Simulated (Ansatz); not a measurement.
C2HF2In, relaxed with RKS PBE0-D4/def2-TZVP in the Gaussian-basis code of Ansatz from a PBE-D4/def2-SVP geometry. The force threshold is 0.005 eV/Å; the program also tests the step.

Charge 0, multiplicity 1. In takes the def2 core potential. The bonds changed during the relaxation, so this is another structure than the one it started from.

Start:

```xyz
6

F    -2.352    0.748   -1.406
C    -1.213    0.290   -1.035
C    -0.124   -0.156   -0.707
In    0.791    0.332    2.373
F     2.057   -0.688    1.115
H     0.840   -0.526   -0.341
```

| step | energy (eV) | largest force (eV/Å) | largest move (Å) |
| --- | --- | --- | --- |
| 1 | -12692.0442 | 1.956 | 0.000 |
| 2 | -12692.0956 | 0.338 | 0.084 |
| 3 | -12692.1032 | 0.345 | 0.067 |
| 4 | -12692.1049 | 0.046 | 0.039 |
| 5 | -12692.1078 | 0.313 | 0.115 |
| 6 | -12692.1084 | 0.291 | 0.119 |
| 7 | -12692.1093 | 0.118 | 0.035 |
| 8 | -12692.1095 | 0.036 | 0.012 |
| 9 | -12692.1097 | 0.015 | 0.007 |
| 10 | -12692.1097 | 0.002 | 0.005 |

End:

```xyz
6

F    -2.300    0.792   -1.175
C    -1.156    0.282   -0.971
C    -0.078   -0.201   -0.782
In    0.616    0.384    2.257
F     2.033   -0.638    1.242
H     0.885   -0.619   -0.571
```

Run time 51 s (2 threads of an Arm Neoverse V1 on a shared host); peak host memory 0.4 GiB.
